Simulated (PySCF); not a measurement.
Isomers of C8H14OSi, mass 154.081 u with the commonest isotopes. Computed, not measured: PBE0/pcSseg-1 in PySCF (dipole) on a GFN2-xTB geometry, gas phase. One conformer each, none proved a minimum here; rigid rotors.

Question: Order these by dipole moment, largest first.
A. `[CH3:1][C:2]#[C:3][C@@:4]([CH3:5])([CH:6]=[O:7])[C@H:8]([CH3:9])[SiH3:10]` with C3–C4–C6–O7 150°, C3–C4–C8–C9 -43°
B. `[CH3:1][O:2]/[CH:3]=[CH:4]\[C@H:5]([CH3:6])[C:7]1=[CH:8][SiH2:9][CH2:10]1` with C1–O2–C3–C4 176°, C3–C4–C5–C6 -134°, C4–C5–C7–C8 111°
C. `[CH3:1][O:2][C:3]1=[CH:4][C@H:5]([CH:6]2[CH2:7][CH2:8]2)[SiH2:9][CH2:10]1` with C1–O2–C3–C4 0°, C4–C5–C6–C7 86°

Answer: A (3.95 D), B (2.44 D), C (1.02 D).

Question: Order these by out-of-plane moment Σ m c² = (Ia + Ib − Ic)/2, smallest first.
A. `[CH3:1][O:2][C:3]1=[CH:4][C@H:5]([CH:6]2[CH2:7][CH2:8]2)[SiH2:9][CH2:10]1` with C1–O2–C3–C4 0°, C4–C5–C6–C7 86°
B. `[CH3:1][C:2]#[C:3][C@@:4]([CH3:5])([CH:6]=[O:7])[C@H:8]([CH3:9])[SiH3:10]` with C3–C4–C6–O7 150°, C3–C4–C8–C9 -43°
C. `[CH3:1][O:2]/[CH:3]=[CH:4]\[C@H:5]([CH3:6])[C:7]1=[CH:8][SiH2:9][CH2:10]1` with C1–O2–C3–C4 176°, C3–C4–C5–C6 -134°, C4–C5–C7–C8 111°
D. `[CH2:1]=[CH:2][CH2:3][C@@H:4]1[CH2:5][SiH2:6][C:7](=[CH2:8])[CH2:9][O:10]1` with C1–C2–C3–C4 120°, C2–C3–C4–C5 -170°, C3–C4–C5–Si6 -175°, C4–C5–Si6–C7 36°, C5–Si6–C7–C8 145°, Si6–C7–C9–O10 49°

Answer: A (22.17 u·Å²), D (30.73 u·Å²), C (40.30 u·Å²), B (94.92 u·Å²).

Question: Order these by radius of gyration √(Σ m r²/M), largest first.
A. `[CH3:1][C:2]#[C:3][C@@:4]([CH3:5])([CH:6]=[O:7])[C@H:8]([CH3:9])[SiH3:10]` with C3–C4–C6–O7 150°, C3–C4–C8–C9 -43°
B. `[CH3:1][O:2][C:3]1=[CH:4][C@H:5]([CH:6]2[CH2:7][CH2:8]2)[SiH2:9][CH2:10]1` with C1–O2–C3–C4 0°, C4–C5–C6–C7 86°
C. `[CH2:1]=[CH:2][CH2:3][C@@H:4]1[CH2:5][SiH2:6][C:7](=[CH2:8])[CH2:9][O:10]1` with C1–C2–C3–C4 120°, C2–C3–C4–C5 -170°, C3–C4–C5–Si6 -175°, C4–C5–Si6–C7 36°, C5–Si6–C7–C8 145°, Si6–C7–C9–O10 49°
D. `[CH3:1][O:2]/[CH:3]=[CH:4]\[C@H:5]([CH3:6])[C:7]1=[CH:8][SiH2:9][CH2:10]1` with C1–O2–C3–C4 176°, C3–C4–C5–C6 -134°, C4–C5–C7–C8 111°

Answer: D (2.618 Å), C (2.543 Å), B (2.478 Å), A (2.427 Å).

```
                         SMILES  point group  Ia (u·Å²)  Ib (u·Å²)  Ic (u·Å²)      κ  μa (D)  μb (D)  μc (D)
    CO/C=C\[C@H](C)C1=C[SiH2]C1           C1     282.24     814.00    1015.63  -0.81    2.29    0.64    0.52
     COC1=C[C@H](C2CC2)[SiH2]C1           C1     287.06     681.29     924.02  -0.68    0.05    1.01    0.10
     C=CC[C@@H]1C[SiH2]C(=C)CO1           C1     204.26     822.58     965.38  -0.91    0.58    0.48    0.51
CC#C[C@@](C)(C=O)[C@H](C)[SiH3]           C1     256.91     745.44     812.51  -0.92    3.87    0.32    0.72
```
